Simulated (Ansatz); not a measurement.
Geometry optimisation, RHF/def2-SVP (Ansatz).

input.yaml

```yaml
crystal:
  periodic: [false, false, false]
  atoms:
    - { symbol: Al, position_ang: [0.017774, -0.21488, 0.193169] }
    - { symbol: "N", position_ang: [0.006776, -0.166835, 2.045384] }
    - { symbol: H, position_ang: [-0.780785, -0.401707, 2.618412] }
    - { symbol: H, position_ang: [0.848974, -0.179322, 2.588612] }
    - { symbol: F, position_ang: [1.465124, 0.006434, -0.555291] }
    - { symbol: O, position_ang: [-1.324797, -0.496022, -0.761194] }
    - { symbol: H, position_ang: [-2.222105, -0.694234, -0.568621] }
    - { symbol: H, position_ang: [-0.301824, 2.464267, 0.773002] }
    - { symbol: H, position_ang: [-0.253536, 1.9588, 1.276427] }
basis:
  gaussian: { orbitals: def2-SVP }
hamiltonian:
  xc: hf
relax:
  f_tol: 0.03
  max_steps: 50
output:
  orbitals: {}
```

Command:

```bash
$ ansatz run input.yaml --threads 1 --pin off --max-ram 2048MiB --backend cpu --events-out ev --progress --plain --runs-dir out
```

Problem. Where does it end, and by what steps?

Solution. It converged. The force dipped under the threshold on the way, but the program's further checks kept it going. After 28 steps the energy has fallen by 0.270 eV; H9 moved furthest, 0.86 Å.

```csv
step,energy less start (eV),largest force component (eV/Å),accepted
0,0.0000,2.023,yes
1,-0.1948,1.118,yes
2,-0.2483,0.531,yes
3,-0.2593,0.259,yes
4,-0.2616,0.095,yes
5,-0.2620,0.072,yes
6,-0.2625,0.059,yes
7,-0.2629,0.185,yes
8,-0.2637,0.111,yes
9,-0.2632,0.276,no
10,-0.2640,0.022,yes
11,-0.2650,0.038,yes
12,-0.2598,0.585,no
13,-0.2655,0.057,yes
14,-0.2656,0.027,yes
15,-0.2658,0.030,yes
16,-0.2652,0.237,no
17,-0.2660,0.016,yes
18,-0.2648,0.330,no
19,-0.2662,0.069,yes
20,-0.2662,0.139,yes
21,-0.2666,0.075,yes
22,-0.2668,0.047,yes
23,-0.2668,0.242,yes
24,-0.2677,0.163,yes
25,-0.2688,0.072,yes
26,-0.2696,0.069,yes
27,-0.2633,0.600,no
28,-0.2699,0.019,yes
```

```xyz
9
Properties=species:S:1:pos:R:3
Al -0.034 -0.207 0.385
N 0.038 -0.604 2.094
H -0.710 -0.978 2.645
H 0.854 -0.486 2.663
F 1.330 0.380 -0.332
O -1.375 -0.422 -0.593
H -2.248 -0.751 -0.494
H 0.057 2.650 0.351
H -0.457 2.695 0.892
```

The run took 27 s on 1 thread of Intel(R) Xeon(R) 6975P-C (Granite Rapids) (shared host), peak memory 0.17 GiB.
